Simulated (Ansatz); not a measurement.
A structure relaxed at PBE0-D4/def2-TZVP, charge 0, multiplicity 1:

Cartesian coordinates in Å:
```
O 0.726 -0.712 1.985
Ge -0.493 0.186 1.030
Sn 0.220 0.267 -1.479
H 0.783 -1.636 1.732
H -1.872 -0.493 1.202
H -0.513 1.574 1.687
H 0.538 -1.319 -2.031
H -1.021 0.932 -2.446
H 1.632 1.202 -1.681
```

Task: Give its formula and SMILES.

Result: GeH6OSn, `[OH][GeH2][SnH3]`.

Task: Summarise the bond lengths by kind.

Result: 1 × Ge–O 1.790 Å; 1 × H–O 0.960 Å; 1 × Ge–Sn 2.610 Å; 2 × Ge–H 1.536 to 1.546 Å; 3 × H–Sn 1.706 to 1.709 Å.

Results of the Gaussian-basis code of Ansatz.
